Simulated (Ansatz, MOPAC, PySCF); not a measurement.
Molecule: SrCl, net charge 0, doublet state. SMILES: [Cl][Sr]
Coordinates optimised at B3LYP-D3(BJ)/def2-TZVP (Ansatz, a quantum-chemistry and plane-wave program):
```
Sr
Cl 1 2.5987
```
Charge 0, spin multiplicity 2.

Property: vertical ionisation energy to the singlet, in eV. Terms: LANL2DZ with its own core potentials from Na on; PM7 with its own dispersion and hydrogen-bond terms; def2 sets with scalar-relativistic core potentials past Kr; STO-3G and 3-21G all-electron and non-relativistic; spin-orbit terms left out; open shells spin-unrestricted; each state is the SCF solution reached for its charge and spin; frozen cores in correlated levels (noble-gas shells and the d and f shells of earlier blocks; the outer core of K, Ca and congeners matters and is frozen too); six Cartesian d functions in 6-31G* and its kin unless marked 5d. Ab initio and DFT rows: single points at B3LYP-D3(BJ) geometries (Ansatz). Semi-empirical rows: differences of heats of formation at the shared geometry for vertical values. The spin state of an ion or metal species was assumed, not searched.

```
level                                    program  vertical ionisation energy to the singlet (eV)
---------------------------------------  -------  ----------------------------------------------
PM3                                        MOPAC                                            6.75
PM7                                        MOPAC                                            5.80
MNDO                                       MOPAC                                            6.22
B3LYP/STO-3G                              Ansatz                                            3.49
M06-2X/6-31G* with LANL2DZ past Ar (5d)    PySCF                                            6.18
MP2/6-31G* with LANL2DZ past Ar           Ansatz                                            5.76
PBE0/def2-TZVPD                           Ansatz                                            5.69
wB97M-V/def2-TZVPD                        Ansatz                                            5.57
```

No value to compare with is used here. The 6 habitual levels span 3.49 (B3LYP/STO-3G) to 6.75 eV (PM3); PBE0/def2-TZVPD gives 5.69.

The levels are drawn from those run, B3LYP/6-31G* more often than the rest, none by its result; runs whose electronic state is in doubt are left out.
